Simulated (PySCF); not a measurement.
A side-by-side comparison of computed properties.

First species: C4H6O3S2Si.
SMILES: `COC(=O)[Si]1(O)SC=CS1`

Second species: CH13NSi5.
SMILES: `[SiH3]N[Si@@H]1C[SiH2][SiH2][SiH2]1`

Levels: PBE0/pcSseg-1 for HOMO energy, LUMO energy and HOMO–LUMO gap. Geometries: GFN2-xTB. All species are isolated and taken at one optimised geometry, non-relativistic unless stated; the electronic structure was computed with PySCF and density fitting.

The conformers computed, where there is a choice (atom-mapped SMILES and torsion angles):
- `[CH3:1][O:2][C:3](=[O:4])[Si:5]1([OH:6])[S:7][CH:8]=[CH:9][S:10]1`: C1–O2–C3–O4 0°, O2–C3–Si5–O6 180°, H–O6–Si5–C3 0°

The conformers of `[SiH3]N[Si@@H]1C[SiH2][SiH2][SiH2]1` aren't listed.

Values for the first species:

| Quantity | Value |
| --- | --- |
| HOMO energy | -6.35 eV |
| LUMO energy | -1.21 eV |
| HOMO–LUMO gap | 5.14 eV |

Problem. Estimate the same properties for the second species, and the change in each.

Solution. 
```csv
property,first,second,second less first
HOMO energy,-6.35 eV,-7.22 eV,-0.87 eV
LUMO energy,-1.21 eV,-0.86 eV,+0.35 eV
HOMO–LUMO gap,5.14 eV,6.36 eV,+1.22 eV
```

